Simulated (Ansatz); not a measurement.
A run for Ansatz (a quantum-chemistry and plane-wave program): R-PBE0/def2-TZVPPD on H9NSi2 (a complex), monomers drawn apart or pushed together. Files ending in .json are basis or fitting sets from the Basis Set Exchange.

Ansatz 0.2 input:
```yaml
crystal:
  periodic: [false, false, false]
  atoms:
    - {symbol: N, position_ang: [-0.41246894, 0.18904168, 0.96084620]}
    - {symbol: H, position_ang: [-0.35981099, -0.69423092, 0.46676276]}
    - {symbol: H, position_ang: [-1.36152978, 0.53396089, 0.87454400]}
    - {symbol: H, position_ang: [0.19811306, 0.84359086, 0.48555377]}
    - {symbol: Si, position_ang: [0.81326034, -1.37242700, 6.15396259]}
    - {symbol: Si, position_ang: [0.93029480, 0.96187555, 6.31006682]}
    - {symbol: H, position_ang: [1.10156000, -2.00264659, 7.47135545]}
    - {symbol: H, position_ang: [1.80868049, -1.89961920, 5.19025209]}
    - {symbol: H, position_ang: [-0.54016710, -1.81708123, 5.74341789]}
    - {symbol: H, position_ang: [1.26416678, 1.38590573, 7.69718867]}
    - {symbol: H, position_ang: [-0.36700885, 1.58989912, 5.96163021]}
    - {symbol: H, position_ang: [1.98302241, 1.50882211, 5.42051616]}
basis:
  gaussian:
    orbitals: def2-TZVPPD.json
hamiltonian:
  xc: {name: PBE0}
scf: {lower_state_search: off}
```

Output:

```
WARN ansatz: RAYON_NUM_THREADS=1 ignored (pool sized by the plan → 1); use --threads N
Functional definition: PBE0
these checks for a lower state are left out or cut short: stability, starts, cluster_reference, orbital_swaps, neighbouring_geometries, increment
integrals: 0.21 GiB planned
1354 factors; their error is unknown
mean field: 1.64 GiB planned
mean field evaluation 1: about -17378.3051 eV, gradient 5.5e1 eV
mean field evaluation 2: about -17372.2009 eV, gradient 7.3e1 eV
mean field evaluation 4: about -17384.1097 eV, gradient 1.0e0 eV
mean field evaluation 8: about -17384.1421 eV, gradient 4.3e-1 eV
mean field evaluation 16: about -17384.1423 eV, gradient 3.2e-6 eV
mean field -17384.14234986 eV, -638.8554479624 hartree, gradient 3.2e-6 eV, S^2 0.000000; 0 other end points of the search recorded, 0 dependent functions left out
reference -17384.14239545 eV, -638.8554496380 hartree; 22, 22 occupied and 264, 264 virtual orbitals, 1354 factors
Total energy: -17384.14239545 eV, -638.8554496380 hartree
Checks for a lower state left out: stability, starts, cluster_reference, orbital_swaps, neighbouring_geometries, increment
```

The calculation finished and met its thresholds.

Cost: about 4 core-seconds (a rough figure).
